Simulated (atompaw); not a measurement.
# Reading a pseudo-wave (Er)

Columns: radius, all-electron u(r) and pseudo u(r) of the 5d shell (level -3.63 eV) of erbium in the configuration [Kr] 4d10 4f12 5s2 5p6 5d0 6s1.5 6p0; PBE, scalar-relativistic, PAW (atompaw) scheme, atompaw 4.2.0.5.

```tsv
r (bohr)	all-electron	pseudo
0.110	0.1371	0.0001
0.219	0.0354	0.0006
0.329	-0.1512	0.0020
0.438	-0.2194	0.0047
0.548	-0.1771	0.0093
0.658	-0.0774	0.0163
0.767	0.0383	0.0259
0.877	0.1509	0.0389
0.987	0.2503	0.0557
1.096	0.3328	0.0765
1.206	0.4003	0.1020
1.315	0.4529	0.1319
1.425	0.4935	0.1668
1.535	0.5235	0.2061
1.644	0.5446	0.2489
1.754	0.5588	0.2950
1.863	0.5673	0.3421
1.973	0.5712	0.3892
2.083	0.5715	0.4335
2.192	0.5690	0.4722
2.302	0.5641	0.5036
2.412	0.5576	0.5252
2.521	0.5497	0.5360
2.631	0.5407	0.5369
2.740	0.5309	0.5305
2.850	0.5205	0.5205
```

Problem. How many radial nodes do the two functions have?

Solution. The all-electron 5d function has n − l − 1 = 2; the pseudo-wave has 0, since the states of the same l below it are removed with the core.

Problem. Is the pseudo-wave norm-conserving?

Solution. No, it belongs to a PAW set: the norm inside the radius is not constrained, and the difference is carried by the augmentation charge.
